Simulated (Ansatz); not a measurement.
Mg9Se9, relaxed as a singlet with RKS PBE-D4/def2-SVP in Ansatz, starting from the GFN1-xTB geometry. Force threshold 0.03 eV/Å.

Single mean-field runs in def2-SVP are fitted with def2-universal-jkfit. The structure comes from a short search, and lower isomers may exist.

Start:

Cartesian coordinates in Å:
```
Mg 0.946 -3.205 0.337
Mg -3.103 0.922 -0.619
Mg 0.832 0.249 -2.180
Mg 1.380 0.581 1.270
Mg -1.409 0.442 3.144
Mg -0.479 3.005 2.102
Mg -3.065 -1.091 -3.137
Mg 2.942 2.070 -1.829
Mg -0.209 -1.750 -3.728
Se -1.455 -1.548 -0.752
Se -0.632 -3.624 -1.535
Se 0.920 1.268 3.546
Se 3.252 -2.614 0.479
Se -0.493 1.758 -0.727
Se 2.740 -0.524 -0.511
Se 1.194 3.190 0.179
Se -0.583 -1.436 1.441
Se -2.778 2.309 2.519
```

```tsv
step	energy (eV)	largest force component (eV/Å)	SCF passes
1	-636959.8599	1.812	37
2	-636961.2338	1.031	30
3	-636961.8926	0.751	32
4	-636962.3529	0.632	33
5	-636962.7902	0.534	33
6	-636963.1463	0.355	33
7	-636963.4954	0.384	39
8	-636963.8566	0.542	33
9	-636964.3049	0.595	30
10	-636964.7346	0.623	31
11	-636965.1818	0.474	29
15	-636966.8793	0.331	29
19	-636967.8584	0.272	28
23	-636968.3862	0.266	28
27	-636968.7224	0.227	23
31	-636969.0322	0.219	26
35	-636969.3308	0.196	21
39	-636969.4130	0.176	21
43	-636969.7812	0.390	26
47	-636970.4264	0.483	24
51	-636971.0608	0.220	28
55	-636971.3182	0.314	26
59	-636971.8333	0.205	22
63	-636971.9008	0.043	21
67	-636971.9846	0.206	21
70	-636972.0162	0.030	20
```

Force components are those of the run's own axes.

End:

```xyz
18

Mg    0.604   -3.520    0.412
Mg   -2.268    0.574   -0.584
Mg    0.905    2.078   -1.452
Mg    2.458   -0.382    0.668
Mg   -0.099   -0.626    2.092
Mg   -0.366    2.519    1.805
Mg   -1.257   -0.400   -3.035
Mg    2.610    2.820    0.938
Mg   -2.086   -2.960   -1.064
Se   -3.498   -1.224   -2.151
Se   -1.128   -5.067   -0.330
Se    1.703    1.276    2.787
Se    1.859   -2.372    2.234
Se   -1.314    2.055   -2.646
Se    3.374    1.337   -0.987
Se    0.614    4.164    0.173
Se    0.138   -1.073   -0.821
Se   -2.248    0.802    1.961
```

Bonds lost: Mg4–Se14, Mg4–Se16, Se10–Se11, Se10–Se17, Se13–Se15, Se14–Se16 (atoms count from 1). Bonds formed: Mg2–Se17, Mg2–Se18, Mg3–Se16, Mg4–Se13, Mg5–Se13, Mg7–Se14, Mg7–Se17, Mg8–Se12 (atoms count from 1). Metal–metal contacts that move far: Mg3–Mg9 2.73 to 5.87 Å, Mg6–Mg8 5.29 to 3.11 Å, Mg1–Mg9 4.47 to 3.12 Å, Mg4–Mg6 3.17 to 4.21 Å, Mg4–Mg8 3.78 to 3.22 Å.

No frequencies were taken in this run, so the end may be a saddle point.

Run time 4.1 min (2 threads of AMD EPYC 7R13 on a shared host and a share (18 GiB) of an NVIDIA H100 80GB HBM3), peak host memory 1.1 GiB.
